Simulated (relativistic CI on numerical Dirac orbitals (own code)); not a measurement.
# Ligand-field terms of d3

Computed with a parametric ligand-field model of a d^n configuration (Racah B and C, spin-orbit zeta, crystal field), exact diagonalisation.

Field parameters in Wybourne normalisation: Oh B⁴₀ = 21Dq, B⁴₄ = √(5/14) B⁴₀; Td as Oh with Dq negative (B⁴₀ = 21Dq, B⁴₄ = √(5/14) B⁴₀). The field is a parameter set, without covalency.

Q: Ground term and bands for B = 1040, C = 4030, ζ = 0 cm⁻¹, Oh, 10Dq = 37450 cm⁻¹?

A: Ground term 4A2 with 0.00 electrons in the two orbitals of the cubic e set. Spin-allowed: 4T2 37450 cm⁻¹ (267 nm), 4T1 48606 cm⁻¹ (206 nm), 4T1 79344 cm⁻¹ (126 nm). Lowest spin-forbidden: 2E 20026 cm⁻¹ (499 nm), 2T1 20881 cm⁻¹ (479 nm), 2T2 31404 cm⁻¹ (318 nm). With an A2 ground term the first spin-allowed band lies at |10Dq| itself.

Q: Ground term and bands for B = 850, C = 3550, ζ = 0 cm⁻¹, Oh, 10Dq = 34150 cm⁻¹?

A: Ground term 4A2 with 0.00 electrons in the two orbitals of the cubic e set. Spin-allowed: 4T2 34150 cm⁻¹ (293 nm), 4T1 43402 cm⁻¹ (230 nm), 4T1 71798 cm⁻¹ (139 nm). Lowest spin-forbidden: 2E 17215 cm⁻¹ (581 nm), 2T1 17875 cm⁻¹ (559 nm), 2T2 27111 cm⁻¹ (369 nm). With an A2 ground term the first spin-allowed band lies at |10Dq| itself.

Q: A d3 ion in Oh symmetry has the ground term 4A2 and bands at 2E 18254 cm⁻¹ (548 nm), 2T1 19018 cm⁻¹ (526 nm), 2T2 28293 cm⁻¹ (353 nm), 4T2 29550 cm⁻¹ (338 nm), 4T1 39155 cm⁻¹ (255 nm), 4T1 63145 cm⁻¹ (158 nm). Which parameters reproduce them?

A: B = 910, C = 3790, ζ = 0 cm⁻¹, Oh, 10Dq = 29550 cm⁻¹.

Q: A d3 ion in Td symmetry has the ground term 4T1 and bands at 4T2 1714 cm⁻¹, 4A2 3764 cm⁻¹ (2657 nm), 2E 8839 cm⁻¹ (1131 nm), 4T1 9178 cm⁻¹ (1090 nm), 2T2 10047 cm⁻¹ (995 nm), 2T1 10096 cm⁻¹ (991 nm). Which parameters reproduce them?

A: B = 520, C = 2450, ζ = 0 cm⁻¹, Td, 10Dq = -2050 cm⁻¹.

Q: A d3 ion in Oh symmetry has the ground term 4A2 and bands at 2E 17589 cm⁻¹ (569 nm), 2T1 18116 cm⁻¹ (552 nm), 2T2 27666 cm⁻¹ (361 nm), 4T2 34500 cm⁻¹ (290 nm), 4T1 42789 cm⁻¹ (234 nm), 4T1 71961 cm⁻¹ (139 nm). Which parameters reproduce them?

A: B = 750, C = 3900, ζ = 0 cm⁻¹, Oh, 10Dq = 34500 cm⁻¹.
